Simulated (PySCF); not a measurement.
C₆H₅FN₂.
Bonds: C1–C2 (triple), C2–C3, C3–N4, N4–N5 (aromatic), N5–C6 (aromatic), C6–C7 (aromatic), C7–C8 (aromatic), C8–F9, N4–C8 (aromatic). Hydrogens: H10 on C1; H11, H12 on C3; H13 on C6; H14 on C7.

Structure optimised with GFN2-xTB, isolated species.

Entries marked ? are missing. Bonds in one row agree within 0.01 Å.

| coordinate | value |
| --- | --- |
| C1≡C2 | ? |
| C2–C3 | 1.453 Å |
| C3–N4 | 1.444 Å |
| N4–N5 | 1.332 Å |
| N5–C6 | ? |
| C6–C7 | 1.404 Å |
| C7–C8 | 1.372 Å |
| C8–F9 | 1.332 Å |
| N4–C8 | ? |
| C1–H10 | 1.049 Å |
| C3–H11, C3–H12 | 1.095 Å |
| C6–H13 | 1.071 Å |
| C7–H14 | 1.069 Å |
| C1–C2–C3 | 177.1° |
| C2–C3–N4 | 111.1° |
| C3–N4–N5 | 121.4° |
| C3–N4–C8 | 128.2° |
| N5–N4–C8 | 110.4° |
| N4–N5–C6 | 106.4° |
| N5–C6–C7 | ? |
| C6–C7–C8 | 103.0° |
| C7–C8–F9 | ? |
| N4–C8–C7 | ? |
| N4–C8–F9 | 120.3° |

Task: Fill in the missing values.

Result: 
- C1≡C2 = 1.196 Å, drawn triple (terminal alkyne carbon to alkyne carbon); 0.18 Å below the sum of covalent radii, 1.38 Å.
- N5–C6 = 1.317 Å, aromatic (pyridine-type nitrogen to aromatic CH next to a ring nitrogen); 0.12 Å below the sum of covalent radii, 1.44 Å.
- N4–C8 = 1.347 Å, aromatic (pyrrole-type nitrogen to aromatic C–F carbon); 0.09 Å below the sum of covalent radii, 1.44 Å.
- N5–C6–C7 = 111.5°, at the aromatic CH next to a ring nitrogen, inside a 5-membered ring; the outer atoms are 2.250 Å apart.
- C7–C8–F9 = 131.1°, at the aromatic C–F carbon; the outer atoms are 2.461 Å apart.
- N4–C8–C7 = 108.6°, at the aromatic C–F carbon, inside a 5-membered ring; the outer atoms are 2.209 Å apart.

Radii are Cordero's, carbon taken as 0.76, 0.73 or 0.69 Å for four, three, and two or fewer neighbours.

Whether it is a minimum is left open (no frequencies). One conformer, not necessarily the lowest (C2–C3–N4–N5 109°).

These are computed values.
